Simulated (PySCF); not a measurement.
Bond curve of LiI

Set-up: basis Li def2-SVPD, I def2-SVPD with ECP28; scalar-relativistic core potentials; PySCF 2.14. Energies in eV from Li + I in their ground configurations at the same level. State: ¹Σ⁺ (singlet), closed shell.

All columns are PBE0. A positive dipole means Li(−)I(+).

```
R (Å)  E (eV)  μ (D)  Mulliken charge on Li (basis-dependent)  HOMO (eV)  LUMO (eV)  Mayer bond order  ⟨S²⟩
2.065  -3.276  -6.05                                     0.78      -6.73      -1.33              0.47  0.00
2.161  -3.551  -6.39                                     0.81      -6.60      -1.39              0.42  0.00
2.257  -3.703  -6.75                                     0.81      -6.49      -1.45              0.40  0.00
2.329  -3.756  -7.03                                     0.81      -6.40      -1.50              0.40  0.00
2.401  -3.769  -7.31                                     0.80      -6.32      -1.56              0.40  0.00
2.473  -3.753  -7.61                                     0.79      -6.25      -1.61              0.41  0.00
2.569  -3.695  -8.00                                     0.78      -6.15      -1.69              0.43  0.00
2.689  -3.583  -8.51                                     0.76      -6.03      -1.79              0.45  0.00
2.833  -3.413  -9.13                                     0.74      -5.90      -1.91              0.46  0.00
3.025  -3.156  -9.98                                     0.74      -5.73      -2.08              0.47  0.00
```

A fit through these points gives, at Re = 2.394 Å, μ = -7.29 D and dμ/dR = -3.99 D/Å; the reduced mass is 6.648 u.

Q: How strong is the fundamental in the double-harmonic approximation, I = 42.26·(dμ/dR)²/μred km/mol?

A: I = 42.26·(-3.99)²/6.648 = 101 km/mol at PBE0.

Spin–orbit coupling is left out, which matters for elements this heavy, above all for dissociation energies.
